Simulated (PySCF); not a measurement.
C₃H₂N₃, SMILES [c]1ncncn1, multiplicity 2. Atoms are numbered in the order given.

```xyz
8

C      0.0000     0.0000    -1.3181
N      0.0000    -1.1781    -0.7523
C      0.0000    -1.1287     0.5904
N      0.0000     0.0000     1.2975
C      0.0000     1.1287     0.5904
N      0.0000     1.1781    -0.7523
H      0.0000    -2.0795     1.1364
H      0.0000     2.0795     1.1364
```
Charge 0, spin multiplicity 2.

Geometry optimised at B3LYP-D3(BJ)/def2-SVP. The isomer is the one that the SMILES or the coordinates give; other isomers of the formula were not compared.

Two levels are set side by side: PBE/pcH-1 (PySCF) and B3LYP/pcH-1 (PySCF). Contact hyperfine couplings, same geometry. Differences are taken from unrounded values.

```tsv
quantity	PBE
A(iso) of 13C, atom C1 (MHz)	662.0
A(iso) of 14N, atom N2 (MHz)	90.5
A(iso) of 13C, atom C3 (MHz)	34.1
A(iso) of 14N, atom N4 (MHz)	1.7
A(iso) of 13C, atom C5 (MHz)	34.1
A(iso) of 14N, atom N6 (MHz)	90.5
A(iso) of 1H, atom H7 (MHz)	13.0
A(iso) of 1H, atom H8 (MHz)	13.0
```

Question: These are the PBE values. What does B3LYP give? (An estimate is asked for; the answer gives what the named calculation found.)

Answer: 
```csv
quantity,B3LYP,PBE minus B3LYP
"A(iso) of 13C, atom C1 (MHz)",693.9,-31.9
"A(iso) of 14N, atom N2 (MHz)",91.0,-0.5
"A(iso) of 13C, atom C3 (MHz)",39.7,-5.5
"A(iso) of 14N, atom N4 (MHz)",-0.2,1.9
"A(iso) of 13C, atom C5 (MHz)",39.7,-5.5
"A(iso) of 14N, atom N6 (MHz)",91.0,-0.5
"A(iso) of 1H, atom H7 (MHz)",10.9,2.2
"A(iso) of 1H, atom H8 (MHz)",10.9,2.2
```

Rough cost on one machine, each run with all the roots and properties that it gave: B3LYP against PBE within a factor of 2.
